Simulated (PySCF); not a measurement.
**Kr²⁺ (krypton, charge +2): PBE calculation**

Configuration: [Ar] 3d10 4s2 4p3 4d1, high-spin 5D determinant (an excited configuration). Computed with PySCF 2.14 in aug-cc-pVQZ-DK (8s7p5d3f2g, 93 functions), with scalar relativity by spin-free X2C-1e.

* Total energy: -2787.653 hartree
* One-electron energy: -3837.847 hartree
* Hartree (Coulomb) energy: 1146.342 hartree
* Exchange-correlation energy: -96.148 hartree
* ⟨S²⟩: 6.0004
* ⟨L²⟩: 6.005
* Sum of ⟨r⟩: 21.84 bohr
* Sum of ⟨r²⟩: 29.00 bohr²
* Traceless quadrupole moment −½Σ⟨3z² − r²⟩ along its main axis: 2.07 e·bohr²
* Langevin diamagnetic susceptibility: -23.0 ×10⁻⁶ cm³/mol

| shell | electrons | mean orbital energy (hartree) | spread (hartree) | rms radius, mean of both spins (bohr) |
| --- | --- | --- | --- | --- |
| 1s α | 1 | -520.83641 | 0 | 0.0478 |
| 1s β | 1 | -520.82731 | 0 | 0.0478 |
| 2s α | 1 | -69.58070 | 0 | 0.199 |
| 2s β | 1 | -69.57411 | 0 | 0.199 |
| 2p α | 3 | -61.67225 | 0.00272 | 0.177 |
| 2p β | 3 | -61.66235 | 0.00408 | 0.177 |
| 3s α | 1 | -10.77125 | 0 | 0.568 |
| 3s β | 1 | -10.75724 | 0 | 0.568 |
| 3p α | 3 | -8.24828 | 0.00744 | 0.584 |
| 3p β | 3 | -8.23257 | 0.00905 | 0.584 |
| 3d α | 5 | -4.07051 | 0.00742 | 0.614 |
| 3d β | 5 | -4.05102 | 0.01132 | 0.614 |
| 4s α | 1 | -1.83608 | 0 | 1.58 |
| 4s β | 1 | -1.69413 | 0 | 1.58 |
| 4p α | 3 | -1.27025 | 0.01181 | 1.81 |
| 4d α | 1 | -0.54527 | 0 | 2.72 |

The outer electron is Rydberg-like, and this basis confines it to a smaller radius and binds it less than a complete one would.

Densities and radii are taken from the X2C orbitals without a picture-change correction, which distorts them close to the nucleus.
